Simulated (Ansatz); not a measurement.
Basis-set extrapolation for `OC(c1ccsc1)(C(F)(F)F)C(F)(F)F` (PBE0-D4/def2-TZVP geometry, frozen core, Ansatz). Multiplicity 1, RHF reference.

```
                       def2-TZVPP    def2-QZVPP
                 HF  -1336.837433  -1336.887843
    MP2 correlation     -2.998155     -3.248355
CCSD(T) correlation     -3.143051       not run
```

Energies in hartree. Use E(X) = E(∞) + A·exp(−7.88·√X) for Hartree–Fock and E(X) = E(∞) + B·X^(−2.97) for correlation, with X = 3 and 4, and add CCSD(T) minus MP2 of the smaller set to the MP2 limit.

Task: What is the CCSD(T) energy at the basis-set limit?

Result: HF limit: -1336.887843 + (-0.050410) × 0.13774 = -1336.89479. MP2 limit: -3.248355 + (-0.250200) × 0.74074 = -3.43369. Higher-order term: -3.143051 − (-2.998155) = -0.14490. Total: -1340.47338 hartree, 1294.1 kJ/mol below CCSD(T)/def2-TZVPP.
